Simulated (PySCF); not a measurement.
## Cu⁺ (copper, charge +1) across methods

[Ar] 3d10, closed-shell 1S. Calculation: PySCF 2.14, in x2c-TZVPPall with one added diffuse shell each of s, p, d, f type (7s6p5d3f1g, 80 functions); scalar relativity by spin-free X2C-1e.

```csv
method,E (hartree),mean ε 3s (eV),mean ε 3p (eV),mean ε 3d (eV),Σ⟨r²⟩ (bohr²),⟨S²⟩
PBE0,-1654.214,-129.91,-85.857,-15.857,19.47,0.000
M06-2X,-1654.468,-134.59,-90.452,-18.598,19.27,0.000
UHF,-1652.89031,-148.96,-100.30,-21.879,18.66,0.000
revPBE,-1654.378,-123.26,-80.716,-13.541,19.90,0.000
LDA,-1651.579,-122.82,-80.764,-14.046,19.89,0.000
PBEsol,-1652.840,-122.96,-80.622,-13.666,19.87,0.000
PBE,-1654.219,-123.30,-80.806,-13.676,19.91,0.000
r2SCAN,-1654.422,-127.03,-83.005,-13.666,19.61,0.000
MN15,-1655.476,-123.13,-84.224,-17.017,19.47,0.000
```
